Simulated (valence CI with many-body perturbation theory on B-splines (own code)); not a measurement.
**Which ion has this spectrum?**

A relativistic CI+MBPT calculation for an atom or ion with 41 electrons gives these levels (cm⁻¹):

```tsv
J	Parity	E	g
5/2	even	0.0	1.36
5/2	even	112420	1.34
7/2	even	150445	1.16
3/2	even	154581	1.19
11/2	even	158347	1.12
9/2	even	170938	1.14
5/2	even	179451	1.14
1/2	even	186882	1.81
7/2	even	194871	1.08
3/2	even	240202	0.79
5/2	even	261924	1.28
7/2	even	286087	1.22
11/2	even	291406	1.09
9/2	even	296349	1.15
```

The energies are calculated, and their last digits are not significant.

(1) Which is it?
A. Ta32+
B. W33+
C. Ir36+
D. Re34+

Results:

(1) D. Re34+, ground level (4d3/2^4 4d5/2) J=5/2.
